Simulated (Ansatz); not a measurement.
Relaxation of BF₃H₂ (6 atoms, charge 0, multiplicity 1), to a largest force component of 0.03 eV/Å in at most 50 steps.

These are results of RKS PBE0-D4/def2-SVP in Ansatz 0.2.0, not measurements.

```xyz
6
Properties=species:S:1:pos:R:3:forces:R:3
B -0.007 0.255 -0.024 -0.02 -0.09 -0.25
H -0.008 0.382 1.168 0.00 0.15 0.21
F 1.122 0.259 -0.692 0.03 0.00 0.02
F -1.135 0.222 -0.690 -0.02 -0.01 0.03
F 0.057 -2.083 0.905 0.00 -0.04 -0.17
H 0.077 -1.438 1.564 0.00 0.00 0.17
```

**Question.** Where does it end, and by what steps?

**Answer.** The forces met the threshold. The force dipped under the threshold on the way, but the program's further checks kept it going. After 14 steps the energy has fallen by 0.064 eV; H6 moved furthest, 0.40 Å.

```
step  energy less start (eV)  largest force component (eV/Å)  accepted
   0                  0.0000                           0.250       yes
   1                  0.0067                           1.734        no
   2                 -0.0154                           0.467       yes
   3                 -0.0038                           1.396        no
   4                 -0.0312                           0.475       yes
   5                 -0.0416                           0.370       yes
   6                 -0.0505                           0.143       yes
   7                 -0.0623                           0.126       yes
   8                 -0.0632                           0.328       yes
   9                 -0.0642                           0.049       yes
  10                 -0.0643                           0.002       yes
  11                 -0.0644                           0.003       yes
  12                 -0.0644                           0.007       yes
  13                 -0.0330                           1.702        no
  14                 -0.0644                           0.008       yes
```

```xyz
6
Properties=species:S:1:pos:R:3
B -0.010 0.283 -0.011
H -0.025 0.699 1.120
F 1.128 0.166 -0.663
F -1.132 0.134 -0.685
F 0.016 -1.868 0.777
H 0.129 -1.816 1.693
```

Whether the end is a true minimum wasn't checked by a vibrational analysis.

The run took 27 s on 1 thread of Arm Neoverse V1 (shared host), peak memory 0.12 GiB.
